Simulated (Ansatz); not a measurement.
C$_{3}$H$_{6}$FInO, SMILES `C=C[C](O)(F)[InH2]` from Hartree–Fock to CCSD(T)

Cartesian coordinates in Å:
```
C 0.4640 1.0957 1.4699
C -0.3944 0.8402 0.4861
C -0.0418 0.1235 -0.7615
O 1.2894 0.1937 -1.0955
F -0.8080 0.6891 -1.8015
In -0.6211 -2.0109 -0.6041
H 1.5057 0.8005 1.4024
H 0.1455 1.5928 2.3777
H -1.4408 1.1183 0.5759
H 1.5808 1.1132 -1.0020
H 0.6217 -3.2002 -0.6164
H -2.3010 -2.3560 -0.4310
```

Charge 0, multiplicity 1. Correlated methods include outer-core shells of In, which these sets cover unevenly. In: def2 effective core potential. All single points use the PBE0-D4/def2-TZVP geometry. It is one conformer, not always the lowest. Frozen core, restricted reference, Ansatz.

```json
{"basis": "def2-SVP", "HF (Eh)": "-480.30302", "MP2 corr.": "-0.86129", "CCSD corr.": "-0.91183", "(T)": "-0.02724", "CCSD(T) total": "-481.24209"}
{"basis": "def2-TZVPP", "HF (Eh)": "-480.65967", "MP2 corr.": "-1.26893", "CCSD corr.": "–", "(T)": "–", "CCSD(T) total": "–"}
{"basis": "def2-QZVPP", "HF (Eh)": "-480.67378", "MP2 corr.": "-1.53234", "CCSD corr.": "–", "(T)": "–", "CCSD(T) total": "–"}
```
